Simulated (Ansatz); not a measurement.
`[Cl][SnH]([Cl])[Cl]` + H₂O → `[OH][SnH]([Cl])[Cl]` + HCl  (formal hydrolysis of the Sn–Cl bond)

Gas-phase electronic energies from Ansatz, PBE0-D4/def2-TZVP geometries. CCSD(T)/CBS is the MP2 limit (def2-TZVPP, def2-QZVPP) plus CCSD(T) − MP2 in def2-TZVPP, frozen cores. This one scheme is used for every species. Elements past krypton have def2 core potentials. For Sn outer-core shells are correlated without core-valence functions, which leaves a few kJ/mol of doubt a bond. Each species was taken in one conformer, which may not be the lowest.

`[Cl][SnH]([Cl])[Cl]`:

Cartesian coordinates in Å:
```
Cl 0.306 2.091 -0.755
Sn -0.036 0.010 0.162
Cl 1.870 -1.224 -0.203
Cl -1.740 -0.990 -1.016
H -0.400 0.113 1.811
```

H₂O:

```xyz
3

O    -0.340    0.026   -0.187
H     0.254   -0.727   -0.159
H     0.086    0.700    0.346
```

`[OH][SnH]([Cl])[Cl]`:

Z-matrix (Å, degrees):
```
Sn
Cl 1 2.310
Cl 1 2.310 2 105.9
O 1 1.938 2 108.3 3 -116.0
H 1 1.688 2 112.4 3 123.2
H 4 0.961 1 113.7 2 57.7
```

HCl:

Z-matrix (Å, degrees):
```
Cl
H 1 1.279
```

| species | CCSD(T)/CBS(def2) energy (Eh) |
| --- | --- |
| `[Cl][SnH]([Cl])[Cl]` | -1594.09169 |
| H₂O | -76.37941 |
| `[OH][SnH]([Cl])[Cl]` | -1210.06693 |
| HCl | -460.38127 |

**Question.** Work out ΔE.

**Answer.** ΔE = (-1210.06693) + (-460.38127) − (-1594.09169) − (-76.37941) = 0.02290 Eh = +0.62 eV.

Largest T1 diagnostic among the species: 0.012.

At CCSD(T), def2-SVP lies −0.05 eV from the extrapolated value and def2-TZVPP −0.06 eV. From PBE to PBE0 (25 % exact exchange), in def2-TZVPP and without D4, ΔE moves by +0.06 eV.
